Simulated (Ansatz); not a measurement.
A nudged elastic band was laid between two geometries of Ge2H6O + H4Si (14 atoms, charge 0, multiplicity 1).

All numbers below come from RKS PBE/def2-SVP in Ansatz 0.2.0.

```
movable images  : 9
climbing image  : yes
spring          : 5.0 eV/Å²
optimiser       : quadratic models (default)
start path      : through a guess of the saddle point
force threshold : 0.03 eV/Å
iteration limit : 60
end points      : relaxed
```

Image 0:

```xyz
14
Properties=species:S:1:pos:R:3
Ge -0.422 -0.578 0.249
Ge -0.571 -0.794 2.683
H -1.791 -1.671 3.081
H 0.715 -1.473 3.231
H -0.713 0.598 3.351
O 1.088 0.323 -0.222
H 1.887 -0.159 0.060
H -1.548 0.305 -0.345
H -0.421 -1.976 -0.446
Si 2.200 3.020 0.880
H 3.257 1.948 0.912
H 1.719 3.255 -0.521
H 2.825 4.290 1.397
H 1.061 2.654 1.789
```

Image 10:

```xyz
14
Properties=species:S:1:pos:R:3
Ge 0.664 0.469 -0.346
Ge -0.466 -0.112 3.611
H -1.576 -0.956 2.940
H 0.799 -0.978 3.817
H -0.966 0.416 4.977
O 1.266 0.265 -2.045
H 0.777 -0.453 -2.489
H -0.858 0.821 -0.362
H 0.837 -0.875 0.434
Si 2.014 2.232 0.572
H 2.864 1.705 1.697
H 2.906 2.779 -0.508
H 1.143 3.338 1.103
H -0.118 1.094 2.698
```

Task: Which bonds break or form, and what moves?

Result: Bonds broken: Ge1–Ge2, Si10–H14. Bonds formed: Ge1–Si10, Ge2–H14. Ge2H6O + H4Si becomes GeH4 + GeH6OSi.

Task: Give the energies along the band, and the barrier.

Result: It converged. The highest image is number 5 of 0 to 10, 2.52 eV above the first end and 2.27 eV above the last; the last end lies 0.25 eV above the first. A structure lower than the last end lies on the path between it and the top, so the climb from that side starts below the end, which may itself be a saddle point or a shallow side well. Neighbouring images differ by up to 2.1 eV, so the band resolves the path poorly. A vibrational analysis at the climbing image gives one clearly imaginary mode, 957i cm⁻¹: a first-order saddle point. The orbitals stay closed-shell, which can raise the energy where a bond breaks towards radicals; this wasn't checked here.

| image | path coordinate (Å) | energy (eV) | Ge1–Ge2 (Å) | Si10–H14 (Å) | Ge1–Si10 (Å) |
| --- | --- | --- | --- | --- | --- |
| 0 | 0.00 | 0.00 | 2.45 | 1.50 | 4.50 |
| 1 | 1.11 | 0.01 | 2.45 | 1.50 | 4.43 |
| 2 | 2.22 | 0.03 | 2.45 | 1.50 | 4.28 |
| 3 | 3.33 | 0.21 | 2.47 | 1.50 | 3.80 |
| 4 | 4.43 | 1.01 | 2.54 | 1.52 | 3.27 |
| 5 | 5.54 | 2.52 | 2.83 | 1.90 | 2.73 |
| 6 | 7.00 | 0.43 | 3.59 | 2.73 | 2.41 |
| 7 | 8.45 | 0.24 | 4.22 | 3.44 | 2.41 |
| 8 | 9.90 | 0.24 | 4.36 | 3.68 | 2.39 |
| 9 | 11.35 | 0.24 | 4.41 | 3.62 | 2.39 |
| 10 | 12.80 | 0.25 | 4.16 | 3.22 | 2.40 |

Task: What is the geometry of the highest image?

Result: 
```xyz
14
Properties=species:S:1:pos:R:3
Ge 0.297 0.031 0.270
Ge -0.598 -0.051 2.951
H -1.805 -1.045 2.888
H 0.441 -0.681 3.935
H -1.134 1.246 3.641
O 1.144 0.425 -1.339
H 1.977 -0.079 -1.421
H -1.124 0.472 -0.114
H 0.830 -1.388 0.594
Si 1.908 2.178 0.769
H 3.264 1.644 0.404
H 1.382 3.174 -0.219
H 2.008 2.835 2.127
H 0.697 0.985 1.612
```

Run time: 13 min on 4 threads of Arm Neoverse V2 (shared host), peak memory 0.24 GiB.
